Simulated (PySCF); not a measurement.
## Calculated data, B2ClGeH4

Calculation on a computer-drawn molecule: the log of a Hartree-Fock and frozen-core CCSD(T) single point meant for a local Hartree-Fock minimum, with one planted fault or none, to be diagnosed. Offsets are logged minus clean, where the clean run is the same molecule without the fault. The reference is restricted for singlets and unrestricted otherwise, and also for a bond in bohr or an excited solution. Adding or removing an electron swaps singlet and doublet. The excited solution moves the top pair (singlet) or top alpha electron (doublet) to the lowest empty orbital. Highest occupied and lowest empty are orbital energies over both spins, largest force is the largest gradient component, triples share is (T) over the correlation energy, the T1 limit is 0.02 restricted and 0.045 unrestricted, electrons count all cores, a negative frequency is imaginary (commonest isotopes), and the dipole is about the centre of nuclear charge; on germanium a core potential holds 10 electrons, which the energies leave out, and 3d is frozen in MP2 and coupled-cluster steps. Program: PySCF 2.14.0.

Entry: B2ClGeH4

Logged structure:
```xyz
8
B2ClGeH4
B     -0.3610    -0.1379     0.0862
B      0.8045     0.1961     1.2451
Ge     0.5292     1.6870     2.6341
Cl    -1.5388     2.4107     2.7336
H     -1.1428    -1.0361     0.2448
H     -0.4474     0.5055    -0.9244
H      1.8821    -0.3293     1.2939
H      0.9528     1.5010     4.0924
```

```
meant charge                                : 0
meant multiplicity                          : 2
meant basis                                 : cc-pV(D+d)Z
meant basis and core potential on germanium : cc-pVDZ-PP ECP10MDF
logged electrons                            : 64
logged basis functions                      : 94
logged SCF converged                        : yes
logged spin squared                         : 0
logged highest occupied                     : -1.5295 eV
logged lowest empty                         : 6.3147 eV
logged largest force                        : 0.040819 hartree/bohr
logged T1 diagnostic                        : 0.025452
logged D1 diagnostic                        : 0.10605
logged triples share                        : 0.032515
logged CC converged                         : yes
logged dipole magnitude                     : 0.72158 debye
logged SCF stable within its kind           : yes
logged energy HF                            : -804.57693 hartree
logged energy CCSD(T)                       : -805.0564 hartree
possible faults                             : no fault, one electron removed, one electron added, multiplicity raised by two, geometry at a saddle point, SCF held on an excited solution, minimal basis STO-3G, one bond length entered in bohr, all coordinates scaled
planted fault                               : one electron added
HF energy offset from clean run             : -14.04 kcal/mol
CCSD(T) energy offset from clean run        : -38.31 kcal/mol
```

Drawn bonds:
```csv
atom,other atom,order
1,2,1
2,3,1
3,4,1
1,5,1
1,6,1
2,7,1
3,8,1
```

Notes: T1 above single-reference limit.
